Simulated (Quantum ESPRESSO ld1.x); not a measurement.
Results of a calculation; reference values are marked as such.
Question: Ba, 56 electrons, occupied as [Xe] 6s2 (the NIST ground configuration). Level of theory: scalar-relativistic Kohn-Sham, LDA (Slater exchange, Perdew-Wang correlation), spin-polarised, spherical densities, point nucleus (ld1.x of Quantum ESPRESSO 7.5). Some entries of the table are withheld. Estimate them.

orbital,occ.,eigenvalue (hartree),<1/r> (bohr^-1),r(max) (bohr)
1s,2,-1367.84,60.65,(1)
2s,2,-216.240,13.95,0.093
2p,6,-194.005,13.27,0.075
3s,2,-45.6272,5.036,0.267
3p,6,-38.4985,4.780,0.260
3d,10,-28.1166,4.533,(2)
4s,2,-8.93953,2.086,0.623
4p,6,(3),1.921,0.653
4d,10,-3.29471,1.655,0.697
5s,2,-1.24231,0.8084,1.47
5p,6,-0.69108,0.6804,1.67
6s,2,-0.12302,0.2663,4.05
5d,0,(4),0.3766,2.51
6p,0,-0.04703,0.1956,(5)

Answer: 
(1) 1s r(max) (bohr): 0.017
(2) 3d r(max) (bohr): 0.215
(3) 4p eigenvalue (hartree): -6.63760
(4) 5d eigenvalue (hartree): -0.07841
(5) 6p r(max) (bohr): 5.40
